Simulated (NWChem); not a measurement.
Correlation energy of Al2

```
Al
Al 1 2.4822
```
Charge 0, spin multiplicity 3.

All runs are NWChem calculations. All single points use one geometry, from UPBE0/def2-SVP, a minimum by its harmonic frequencies.

Basis set: def2-TZVP. Each correlation energy counts from its own Hartree-Fock reference.

The correlated methods keep 10 core orbitals frozen. This spin state was chosen for the runs; another may lie lower. The structure started from a generated list of species. The unpaired electrons of the parent sit in orbitals of symmetry b2u and b3u (D2h labels of the run); other states weren't searched. No SCF solution was tested for a lower state. Open-shell Hartree-Fock references start from PBE0 orbitals. No row is a measurement; the coupled-cluster row has its own basis-set and correlation limits.

| method | correlation energy (mHa) |
|---|---|
| CCSD[T] on ROHF | -140.8 |
| UMP2 | (withheld) |
| CCSD(T) on UHF | (withheld) |
| SCS-UMP2 | (withheld) |
| CCSD(T) on ROHF | -140.5 |
| CCSD on UHF | -125.8 |
| CCSD[T] on UHF | -135.4 |
| CCSD on ROHF | -130.0 |

**Question.** Fill in the missing entries.

**Answer.** 
- UMP2, correlation energy (mHa): -101.1
- CCSD(T) on UHF, correlation energy (mHa): -135.1
- SCS-UMP2, correlation energy (mHa): -101.5
